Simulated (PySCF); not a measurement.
**Electronic absorption of C4H3ClNP**

C₄H₃ClNP.
Cartesian coordinates in Å at the GFN2-xTB level; atoms count from 1:
```xyz
10
C4H3ClNP angstrom
Cl    -2.505   -1.704    0.096
C     -0.987   -0.869    0.045
C     -0.996    0.510   -0.020
C      0.183    1.242   -0.064
N      1.401    0.734   -0.046
C      1.609   -0.556    0.015
P      0.449   -1.864    0.082
H     -1.942    1.031   -0.038
H      0.141    2.322   -0.116
H      2.657   -0.842    0.025
```

Computed with TDDFT wB97X-D/def2-SVPD, vertical, gas phase, core orbitals frozen in the response (PySCF 2.14.0, density-fitted response routines).

```json
{"state": "S1", "E (eV)": "3.91", "E (hartree)": "0.1436", "f": "0.0041", "symmetry": "A″", "main configurations (H = HOMO, L = LUMO)": "H→L (97%)"}
{"state": "S2", "E (eV)": "4.38", "E (hartree)": "0.1609", "f": "0.0013", "symmetry": "–", "main configurations (H = HOMO, L = LUMO)": "H→L+1 (96%)"}
{"state": "S3", "E (eV)": "4.84", "E (hartree)": "0.1781", "f": "0.015", "symmetry": "A′", "main configurations (H = HOMO, L = LUMO)": "H-1→L+1 (55%), H-2→L (41%)"}
{"state": "S4", "E (eV)": "5.03", "E (hartree)": "0.1847", "f": "0.107", "symmetry": "A′", "main configurations (H = HOMO, L = LUMO)": "H-1→L (91%)"}
{"state": "S5", "E (eV)": "5.59", "E (hartree)": "0.2055", "f": "0.010", "symmetry": "A″", "main configurations (H = HOMO, L = LUMO)": "H-3→L (95%)"}
{"state": "S6", "E (eV)": "5.89", "E (hartree)": "0.2165", "f": "0.307", "symmetry": "A′", "main configurations (H = HOMO, L = LUMO)": "H-2→L (52%), H-1→L+1 (36%)"}
{"state": "S7", "E (eV)": "6.17", "E (hartree)": "0.2268", "f": "0.0050", "symmetry": "A″", "main configurations (H = HOMO, L = LUMO)": "H-3→L+1 (87%)"}
{"state": "S8", "E (eV)": "6.44", "E (hartree)": "0.2365", "f": "0.205", "symmetry": "A′", "main configurations (H = HOMO, L = LUMO)": "H-2→L+1 (91%)"}
```

Triplets, Tamm–Dancoff:

```tsv
state	E (eV)	λ (nm)	main configurations (H = HOMO, L = LUMO)
T1	3.19	388.7	H-1→L (91%)
T2	3.59	345.8	H→L (94%)
T3	3.93	315.6	H→L+1 (91%)
```

The lowest singlet comes at 317 nm (377 kJ/mol) in the ultraviolet; it is very weak; its leading configuration is HOMO→LUMO (97%). The most intense listed level is S6 at 5.89 eV (210 nm, f = 0.307), 1.98 eV above S1. Löwdin shares by element: HOMO nitrogen 48%, phosphorus 20%, carbon 18% or more; LUMO carbon 46% or more, phosphorus 33% (atoms not listed hold the other 21%). Of the 8 states listed, 5 reach f = 0.01 and none stays under 0.0005. The listed states span 2.53 eV, and the widest gap between neighbours is 0.57 eV (S4 to S5). The oscillator strengths of these states sum to 0.654; summed over the whole spectrum of an exact calculation they would give the number of electrons, 66 (Thomas–Reiche–Kuhn). No computed singlet lies in the visible range (380 to 750 nm); the lowest, at 317 nm, stands 0.64 eV above its violet end (3.26 eV); a Tamm–Dancoff triplet lies at 389 nm, without intensity as long as spin–orbit coupling is left out. Symmetry labels in Cs follow from the direction of the transition dipole and are given only for states with f of 0.002 or more. Only the lowest 8 singlets were computed, as vertical energies without vibronic structure.
